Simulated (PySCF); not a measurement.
C₃H₇NSi, SMILES CC1=NC[SiH2]1. Heavy atoms are numbered as in [CH3:1][C:2]1=[N:3][CH2:4][SiH2:5]1. Hydrogens are named by the atom that carries them.

Geometry: B3LYP-D3(BJ)/def2-SVP. The structure was generated by enumeration, and PubChem lists no compound with its InChIKey, so it may never have been made.

Method: PBE/pcSseg-1 (PySCF).

GIAO shieldings, no solvent; atoms alike by connectivity are averaged. δ = σ(ref) − σ: ¹³C against TMS (σ = 182.0 ppm); ¹⁵N against NH3 (σ = 267.0 ppm); ²⁹Si against TMS (σ = 335.4 ppm); ¹H against TMS (σ = 31.49 ppm), references at their B3LYP-D3(BJ)/def2-TZVP geometries, non-relativistic.

Computed chemical shifts:
```json
[
 {"nucleus": "¹³C", "atoms": "C2", "count": "1", "δ (ppm)": "197.1"},
 {"nucleus": "¹³C", "atoms": "C4 (CH2)", "count": "1", "δ (ppm)": "43.8"},
 {"nucleus": "¹³C", "atoms": "C1 (CH3)", "count": "1", "δ (ppm)": "31.1"},
 {"nucleus": "¹⁵N", "atoms": "N3", "count": "1", "δ (ppm)": "502.7"},
 {"nucleus": "²⁹Si", "atoms": "Si5 (SiH2)", "count": "1", "δ (ppm)": "-13.5"},
 {"nucleus": "¹H", "atoms": "H on Si5", "count": "2", "δ (ppm)": "6.63"},
 {"nucleus": "¹H", "atoms": "H on C4", "count": "2", "δ (ppm)": "3.75"},
 {"nucleus": "¹H", "atoms": "H on C1", "count": "3", "δ (ppm)": "2.39"}
]
```
